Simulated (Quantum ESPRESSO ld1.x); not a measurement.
The lanthanum ion La+, 56 electrons, occupied as [Xe] 5d2. Calculated with ld1.x of Quantum ESPRESSO 7.5: Dirac Kohn-Sham, LDA (Slater exchange, Hedin-Lundqvist correlation), spin-unpolarised, spherical densities, point nucleus; open shells are shared between the two j in proportion to 2j + 1.

Normalised radial functions P(r) = r R(r) (large component), r in bohr:

```
   r/bohr * 4d3/2, o 5p3/2 (the largest magnitude, 1.27, reaches the edge; | marks zero, & curves that meet)
 0.003349                             &
 0.003868                             &
 0.004503                             &
   0.0052                             &
 0.006054                             &
 0.007048                             &
 0.008139                             &
 0.009475                             *o
  0.01094                             *o
  0.01274                             *o
  0.01471                             *o
  0.01713                             *o
  0.01978                             * o
  0.02303                             |*o
  0.02659                             |* o
  0.03096                             |* o
  0.03576                             | * o
  0.04163                             | * o
  0.04846                             |  *o
  0.05596                             |   &
  0.06515                             |   o *
  0.07524                             |   o  *
  0.08759                             |  o     *
   0.1012                             |o         *
   0.1178                            o|            *
    0.136                          o  |             *
   0.1583                        o    |              *
   0.1829                       o     |              *
   0.2129                       o     |            *
   0.2478                        o    |        *
   0.2862                          o  |   *
   0.3332                          *  o
   0.3848                   *         |   o
    0.448            *                |      o
   0.5173      *                      |        o
   0.6023   *                         |        o
   0.6956  *                          |     o
   0.8097    *                        |o
   0.9351        *                o   |
    1.089             *    o          |
    1.257              o   *          |
    1.464           o          *      |
    1.704           o             *   |
    1.968             o             * |
    2.291                o           *|
    2.646                   o         *
     3.08                      o      *
    3.557                         o   *
    4.141                           o *
    4.782                            o*
    5.568                             &
     6.43                             &
    7.485                             &
    8.645                             &
    10.06                             &
```

4d3/2: eigenvalue -109.33 eV, 1 radial node at r = 0.313 bohr, <r> = 0.763 bohr, 90 % of the charge inside 1.15 bohr. 5p3/2: eigenvalue -25.794 eV, 3 radial nodes at r = 0.111, 0.330, 0.839 bohr, <r> = 1.84 bohr, 90 % of the charge inside 2.70 bohr.
